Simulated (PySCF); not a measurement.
CH5F2NOSi, SMILES O[Si@@](F)(CF)N. The structure is a stationary point at B3LYP-D3(BJ)/def2-SVP. The structure was generated by enumeration; whether it is a known compound was not checked. The values are those of a single conformer.

Computed equilibrium geometry at B3LYP-D3(BJ)/def2-SVP (PySCF confirms it by a frequency run) as bond lengths and angles (one conformer of several):
Atoms: N1 Si2 O3 F4 C5 F6 H7 H8 H9 H10 H11. Bonds (Å): N1–Si2 1.696, N1–H7 1.014, N1–H8 1.015, Si2–O3 1.657, Si2–F4 1.635, Si2–C5 1.890, O3–H9 0.965, C5–F6 1.396, C5–H10 1.105, C5–H11 1.105. Angles (°): Si2–N1–H7 122.9, Si2–N1–H8 118.5, H7–N1–H8 112.6, N1–Si2–O3 110.3, N1–Si2–F4 114.0, N1–Si2–C5 107.1, O3–Si2–F4 104.8, O3–Si2–C5 116.0, F4–Si2–C5 104.6, Si2–O3–H9 117.0, Si2–C5–F6 109.5, Si2–C5–H10 110.6, Si2–C5–H11 112.0, F6–C5–H10 108.6, F6–C5–H11 108.9, H10–C5–H11 107.1.
Charge 0, spin multiplicity 1.
